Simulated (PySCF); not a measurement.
From one molecule to another.

First species: Al(CCH)3, C₆H₃Al.
Cartesian coordinates in Å at the PBE0-D3(BJ)/def2-SVP level; atoms count from 1:
```
atom  x, y, z in Å
Al1    0.0044   -0.0047   -0.0063
C2     1.9054   -0.0178   -0.0244
C3     3.1265   -0.0278   -0.0353
H4     4.2028   -0.0367   -0.0460
C5    -0.9330    1.6489   -0.0016
C6    -1.5314    2.7133    0.0099
H7    -2.0594    3.6513    0.0191
C8    -0.9445   -1.6518    0.0070
C9    -1.5543   -2.7096    0.0303
H10   -2.0919   -3.6418    0.0519
```

Second species: C6H13NSi.
InChI=1S/C6H13NSi/c1-4-7(8-5-1)6-2-3-6/h6H,1-5,8H2

Levels: wB97X-D/def2-SVPD for HOMO energy, LUMO energy, HOMO–LUMO gap and static isotropic polarisability; TDDFT wB97X-D/def2-SVPD for lowest singlet excitation; TDA wB97X-D/def2-SVPD for lowest triplet excitation (Tamm–Dancoff). Geometries: PBE0-D3(BJ)/def2-SVP. Each species is one conformer at its optimised geometry, gas phase, non-relativistic unless stated. Electronic properties by PySCF.

| property | column X | column Y |
| --- | --- | --- |
| HOMO energy | -7.97 eV | -9.96 eV |
| LUMO energy | 2.20 eV | -0.39 eV |
| HOMO–LUMO gap | 10.17 eV | 9.57 eV |
| lowest singlet excitation | 6.08 eV | 4.92 eV |
| lowest triplet excitation (Tamm–Dancoff) | 5.90 eV | 4.51 eV |
| static isotropic polarisability | 100.3 au | 88.7 au |

Q: Which column belongs to which species?

A: Column X is the second species and column Y the first. The first has 10 atoms and 52 electrons, the second 21 and 70.

Q: How does each property change from the first species to the second?

A: HOMO energy +1.99 eV; LUMO energy +2.59 eV; HOMO–LUMO gap +0.60 eV; lowest singlet excitation +1.16 eV; lowest triplet excitation (Tamm–Dancoff) +1.39 eV; static isotropic polarisability +11.6 au.

On the first: No computed singlet falls in the visible range (750 to 380 nm, 1.65 to 3.26 eV); S1 lies 1.66 eV above its blue end. The principal polarisabilities are 59.1, 103.2 and 103.7 au; their mean is the isotropic value.

On the second: No computed singlet falls in the visible range (750 to 380 nm, 1.65 to 3.26 eV); S1 lies 2.82 eV above its blue end. In wavenumbers S1 is 49000 cm⁻¹ (1 eV = 8065.54 cm⁻¹).
